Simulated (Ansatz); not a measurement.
CH$_{4}$BBrO$_{2}$, SMILES `COB(O)Br`, relaxed with RKS PBE0-D4/def2-TZVP in Ansatz from a PBE-D4/def2-SVP geometry. The force threshold is 0.005 eV/Å; the program also tests the step.

Charge 0, multiplicity 1.

Start:

```xyz
9

C    -0.321    1.450    0.072
O    -0.273    0.229   -0.640
B     0.170   -0.964   -0.192
O     0.077   -2.045   -1.013
Br    0.946   -1.182    1.610
H     0.290    1.419    0.998
H    -1.372    1.681    0.344
H     0.055    2.260   -0.586
H     0.429   -2.849   -0.593
```

```
         step  energy (eV)  largest force (eV/Å)  largest move (Å)
            1  -75910.4001                 0.624             0.000
            2  -75910.4294                 0.202             0.022
            3  -75910.4320                 0.064             0.008
            4  -75910.4324                 0.072             0.006
            5  -75910.4327                 0.007             0.013
            6  -75910.4327                 0.004             0.008
            7  -75910.4328                 0.036             0.041
            8  -75910.4328                 0.044             0.015
            9  -75910.4330                 0.048             0.045
           10  -75910.4331                 0.046             0.016
11 (rejected)  -75910.4331                 0.085             0.047
           12  -75910.4333                 0.041             0.023
           13  -75910.4336                 0.060             0.035
           14  -75910.4337                 0.067             0.021
           15  -75910.4340                 0.098             0.054
           16  -75910.4343                 0.086             0.016
           17  -75910.4353                 0.065             0.074
18 (rejected)  -75910.4349                 0.180             0.107
19 (rejected)  -75910.4279                 0.246             0.054
           20  -75910.4361                 0.020             0.027
           21  -75910.4369                 0.096             0.091
           22  -75910.4372                 0.040             0.003
           23  -75910.4377                 0.004             0.027
           24  -75910.4381                 0.032             0.062
           25  -75910.4382                 0.049             0.046
           26  -75910.4382                 0.037             0.007
           27  -75910.4383                 0.020             0.005
           28  -75910.4383                 0.001             0.004
```

End:

```xyz
9

C    -0.237    1.447    0.060
O    -0.092    0.269   -0.706
B     0.145   -0.946   -0.198
O     0.263   -1.995   -1.040
Br    0.322   -1.235    1.730
H     0.666    1.653    0.638
H    -1.085    1.367    0.745
H    -0.413    2.264   -0.638
H     0.431   -2.825   -0.591
```

Hardware: 4 threads of an Arm Neoverse V1 on a shared host. Wall time 95 s, peak host memory 0.53 GiB.
